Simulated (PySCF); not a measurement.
**How methods differ on the excitation energy of Xe⁺**

Xe⁺ [Kr] 4d10 5s2 5p5 (2P) → Xe⁺ [Kr] 4d10 5s2 5p4 6s1 (4P), as a difference of total energies. Calculation: PySCF 2.14, in aug-cc-pVQZ-PP with ECP28MDF (7s7p5d3f2g, 92 functions); scalar relativity through the core potential. Correlated levels: valence: 4s2 4p6 4d10 frozen. The calculations carry no spin-orbit coupling.

```json
{"method": "UHF", "excitation energy (eV)": "11.161", "error (eV)": "-0.192"}
{"method": "MP2 (valence)", "excitation energy (eV)": "11.561", "error (eV)": "+0.208"}
{"method": "SCS-MP2 (valence)", "excitation energy (eV)": "11.719", "error (eV)": "+0.366"}
{"method": "CCSD (valence)", "excitation energy (eV)": "11.601", "error (eV)": "+0.248"}
{"method": "CCSD(T) (valence)", "excitation energy (eV)": "11.594", "error (eV)": "+0.241"}
```

Reference: 11.353 eV (measured; NIST levels, between the centres of gravity of the two terms).

Errors of the correlated levels include the incompleteness of this basis and the frozen core.

The promoted electron is Rydberg-like, and one or two diffuse shells describe it only roughly, which tends to raise the upper state.
